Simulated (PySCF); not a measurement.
Gas-phase reaction: GeO₂ + GeH₄ + 2 CO → 2 HCHO (formaldehyde) + 2 GeO

Energies from PySCF (xtb for GFN2), thermal terms from the rigid-rotor harmonic-oscillator model, ideal gas at 1 bar. † marks an energy on the PBE0/def2-TZVP geometry and frequencies; other levels use their own. MP2 freezes the core. 6-31G* has spherical d functions here. All species are closed-shell singlets. Ge: all electrons, no relativistic terms. GeO₂: computed as isolated molecules; such fragments, hydroxides, amides, oligomers or adducts are transient or little studied in the gas. MP2 isn't extrapolated to the basis-set limit; its ΔH°(298 K) is -46.7 kJ in def2-SVP and -37.1 kJ in def2-TZVPP. The harmonic model lacks anharmonicity and excited electronic states, which grow with temperature; levels with a mode under 35 cm⁻¹ are left out.

```json
[
 {"level": "GFN2-xTB", "ΔE electronic, kJ": "-507", "ΔH°(298 K), kJ": "-480", "ΔS°(298 K), J/K": "24", "ΔG°(1200 K), kJ": "-493"},
 {"level": "HF/6-31G*", "ΔE electronic, kJ": "-40", "ΔH°(298 K), kJ": "-2", "ΔS°(298 K), J/K": "28", "ΔG°(1200 K), kJ": "-18"},
 {"level": "MP2/def2-TZVPP†", "ΔE electronic, kJ": "-68", "ΔH°(298 K), kJ": "-37", "ΔS°(298 K), J/K": "28", "ΔG°(1200 K), kJ": "-55"},
 {"level": "PBE0/def2-QZVP†", "ΔE electronic, kJ": "-112", "ΔH°(298 K), kJ": "-81", "ΔS°(298 K), J/K": "28", "ΔG°(1200 K), kJ": "-98"},
 {"level": "PBE0/def2-SVP†", "ΔE electronic, kJ": "-125", "ΔH°(298 K), kJ": "-94", "ΔS°(298 K), J/K": "28", "ΔG°(1200 K), kJ": "-111"},
 {"level": "LDA/def2-TZVP†", "ΔE electronic, kJ": "-140", "ΔH°(298 K), kJ": "-109", "ΔS°(298 K), J/K": "28", "ΔG°(1200 K), kJ": "-127"},
 {"level": "ωB97X-V/def2-TZVP†", "ΔE electronic, kJ": "-75", "ΔH°(298 K), kJ": "-44", "ΔS°(298 K), J/K": "28", "ΔG°(1200 K), kJ": "-62"}
]
```
ΔH° is lowest at GFN2-xTB and highest at HF/6-31G*. No reference value is set beside these.
